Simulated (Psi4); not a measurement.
methane (CH$_{4}$), singlet, geometry from GFN2-xTB; M06-2X/3-21G in Psi4 1.11.

Here is a job for Psi4.
```
memory 2 GB

molecule {
0 1
C     0.00000000    0.00000000    0.00000000
H     0.63659729    0.62709564    0.61038865
H    -0.62802620   -0.60691709    0.63899460
H     0.61285682   -0.64240181   -0.61871302
H    -0.62142791    0.62222325   -0.63067023
}

set {
  basis 3-21g
}

energy('m06-2x')
print_variables()
```

Output, abridged:

```
   => Loading Basis Set <=

    Name: 3-21G
    Role: ORBITAL
    Keyword: BASIS

         ---------------------------------------------------------
                                   SCF
               by Justin Turney, Rob Parrish, Andy Simmonett
                          and Daniel G. A. Smith
                              RKS Reference
         ---------------------------------------------------------

  ==> Geometry <==

    Molecular point group: c1
    Full point group: Td

    Geometry (in Angstrom), charge = 0, multiplicity = 1:

       Center              X                  Y                   Z               Mass
    ------------   -----------------  -----------------  -----------------  -----------------
         C            0.000000000000     0.000000000629    -0.000000000000    12.000000000000
         H            0.636597290000     0.627095640629     0.610388650000     1.007825032230
         H           -0.628026200000    -0.606917089371     0.638994600000     1.007825032230
         H            0.612856820000    -0.642401809371    -0.618713020000     1.007825032230
         H           -0.621427910000     0.622223250629    -0.630670230000     1.007825032230

  Running in c1 symmetry.

  Rotational constants: A =      5.35619  B =      5.35619  C =      5.35619 [cm^-1]
  Rotational constants: A = 160574.65597  B = 160574.65527  C = 160574.65521 [MHz]
  Nuclear repulsion =   13.532672997354410

  Charge       = 0
  Multiplicity = 1
  Electrons    = 10
  Nalpha       = 5
  Nbeta        = 5

  ==> Algorithm <==

  SCF Algorithm Type is DF.
  DIIS enabled.
  MOM disabled.
  Fractional occupation disabled.
  Guess Type is SAD.
  Energy threshold   = 1.00e-06
  Density threshold  = 1.00e-06
  Integral threshold = 1.00e-12

  ==> Primary Basis <==

  Basis Set: 3-21G
    Blend: 3-21G
    Number of shells: 13
    Number of basis functions: 17
    Number of Cartesian functions: 17
    Spherical Harmonics?: false
    Max angular momentum: 1

  ==> DFT Potential <==

   => LibXC <=

    Version 7.1.2
    S. Lehtola, C. Steigemann, M. J. T. Oliveira, and M. A. L. Marques,  SoftwareX 7, 1–5 (2018) (10.1016/j.softx.2017.11.002)

   => Composite Functional: M06-2X <=

    Hybrid M06-2X Meta-GGA XC Functional  (10.1007/s00214-007-0310-x)
    Y. Zhao and D. G. Truhlar,  Theor. Chem. Acc., 120, 215, 2008

    Deriv               =              1
    GGA                 =           TRUE
    Meta                =           TRUE

    Exchange Hybrid     =           TRUE
    MP2 Hybrid          =          FALSE

   => Exchange Functionals <=

    1.0000   XC_HYB_MGGA_X_M06_2X

   => Exact (HF) Exchange <=

    0.5400               HF

   => Correlation Functionals <=

    1.0000   XC_MGGA_C_M06_2X

   => LibXC Density Thresholds  <==

    XC_MGGA_C_M06_2X:  1.00E-12
    XC_HYB_MGGA_X_M06_2X:  1.00E-15

   => Molecular Quadrature <=

    Radial Scheme          =       TREUTLER
    Pruning Scheme         =           NONE
    Nuclear Scheme         =       TREUTLER

    Blocking Scheme        =         OCTREE
    BS radius alpha        =              1
    Pruning alpha          =              1
    Radial Points          =             75
    Spherical Points       =            302
    Total Points           =         109077
    Total Blocks           =            857
    Max Points             =            255
    Max Functions          =             17
    Weights Tolerance      =       1.00E-15

   => Loading Basis Set <=

    Name: (3-21G AUX)
    Role: JKFIT
    Keyword: DF_BASIS_SCF

  ==> Integral Setup <==

  SCF_SUBTYPE=INCORE selected. In-core MEM_DF algorithm will be used.
  Using in-core AOs.

  ==> MemDFJK: Density-Fitted J/K Matrices <==

    J tasked:                   Yes
    K tasked:                   Yes
    wK tasked:                   No
    Algorithm:                 Core
    Schwarz Cutoff:           1E-12
    Mask sparsity (%):       0.0000
    Fitting Condition:        1E-10

   => Auxiliary Basis Set <=

  Basis Set: (3-21G AUX)
    Blend: DEF2-UNIVERSAL-JKFIT
    Number of shells: 49
    Number of basis functions: 169
    Number of Cartesian functions: 169
    Spherical Harmonics?: false
    Max angular momentum: 4

  Minimum eigenvalue in the overlap matrix is 3.2882169699E-02.
  Reciprocal condition number of the overlap matrix is 8.1273053338E-03.
    Using symmetric orthogonalization.

  ==> Pre-Iterations <==

  SCF Guess: Superposition of Atomic Densities via on-the-fly atomic UHF (no occupation information).

   -------------------------
    Irrep   Nso     Nmo
   -------------------------
     A         17      17
   -------------------------
    Total      17      17
   -------------------------

  ==> Iterations <==

                           Total Energy        Delta E     RMS |[F,P]|

   @DF-RKS iter SAD:   -39.83617572328408   -3.98362e+01   0.00000e+00
   @DF-RKS iter   1:   -40.17967987059260   -3.43504e-01   2.45014e-02 DIIS/ADIIS
   @DF-RKS iter   2:   -40.21125353847195   -3.15737e-02   1.90856e-02 DIIS/ADIIS
   @DF-RKS iter   3:   -40.26465517162339   -5.34016e-02   6.61811e-04 DIIS/ADIIS
   @DF-RKS iter   4:   -40.26474136501224   -8.61934e-05   8.01148e-05 DIIS
   @DF-RKS iter   5:   -40.26474233886652   -9.73854e-07   3.18928e-06 DIIS
   @DF-RKS iter   6:   -40.26474234086606   -1.99955e-09   5.36577e-08 DIIS
  Energy and wave function converged.

  ==> Post-Iterations <==

   Electrons on quadrature grid:
      Ntotal   =    9.9999976351 ; deviation = -2.365e-06

    Orbital Energies [Eh]
    ---------------------

    Doubly Occupied:

       1A    -10.458134     2A     -0.783046     3A     -0.452878
       4A     -0.452868     5A     -0.452857

    Virtual:

       6A      0.199799     7A      0.248665     8A      0.248681
       9A      0.248689    10A      0.752372    11A      0.752375
      12A      0.752390    13A      1.111514    14A      1.142274
      15A      1.142309    16A      1.142381    17A      1.721658

    Final Occupation by Irrep:
              A
    DOCC [     5 ]
    NA   [     5 ]
    NB   [     5 ]

  @DF-RKS Final Energy:   -40.26474234086606

   => Energetics <=

    Nuclear Repulsion Energy =             13.5326729973544104
    One-Electron Energy =                 -79.6912846137290529
    Two-Electron Energy =                  29.2056665821096288
    DFT Exchange-Correlation Energy =      -3.3117973066010502
    Empirical Dispersion Energy =           0.0000000000000000
    VV10 Nonlocal Energy =                  0.0000000000000000
    Total Energy =                        -40.2647423408660643

Computation Completed

Properties will be evaluated at   0.000000,   0.000000,   0.000000 [a0]

Properties computed using the SCF density matrix

 Multipole Moments:

 ------------------------------------------------------------------------------------
     Multipole            Electronic (a.u.)      Nuclear  (a.u.)        Total (a.u.)
 ------------------------------------------------------------------------------------

 L = 1.  Multiply by 2.5417464519 to convert [e a0] to [Debye]
 Dipole X            :          0.0000136            0.0000000            0.0000136
 Dipole Y            :         -0.0000315           -0.0000000           -0.0000315
 Dipole Z            :          0.0000189            0.0000000            0.0000189
 Magnitude           :                                                    0.0000392

 ------------------------------------------------------------------------------------

  Variable Map:
  ----------------------------------------------------------------------------
  "CURRENT ENERGY"              =>     -40.264742340866
  "CURRENT REFERENCE ENERGY"    =>     -40.264742340866
  "DD SOLVATION ENERGY"         =>       0.000000000000
  "DFT FUNCTIONAL TOTAL ENERGY" =>     -40.264742340866
  "DFT TOTAL ENERGY"            =>     -40.264742340866
  "DFT VV10 ENERGY"             =>       0.000000000000
  "DFT XC ENERGY"               =>      -3.311797306601
  "GRID ELECTRONS ALPHA"        =>       4.999998817535
  "GRID ELECTRONS BETA"         =>       4.999998817535
  "GRID ELECTRONS TOTAL"        =>       9.999997635070
  "NUCLEAR REPULSION ENERGY"    =>      13.532672997354
  "ONE-ELECTRON ENERGY"         =>     -79.691284613729
  "PCM POLARIZATION ENERGY"     =>       0.000000000000
  "PE ENERGY"                   =>       0.000000000000
  "SCF ITERATION ENERGY"        =>     -40.264742340866
  "SCF ITERATIONS"              =>       6.000000000000
  "SCF TOTAL ENERGY"            =>     -40.264742340866
  "TWO-ELECTRON ENERGY"         =>      29.205666582110
  "XC GRID RADIAL POINTS"       =>      75.000000000000
  "XC GRID SPHERICAL POINTS"    =>     302.000000000000
  "XC GRID TOTAL POINTS"        =>  109077.000000000000

  Array Variable Map:
  ----------------------------------------------------------------------------
  "CURRENT DIPOLE"              =>       0.000013642799 ... 0.000018870883 1 by 3
  "SCF DIPOLE"                  =>       0.000013642799 ... 0.000018870883 1 by 3
  "SCF TOTAL ENERGIES"          =>     -39.836175723284 ... -40.264742340866 1 by 7
```
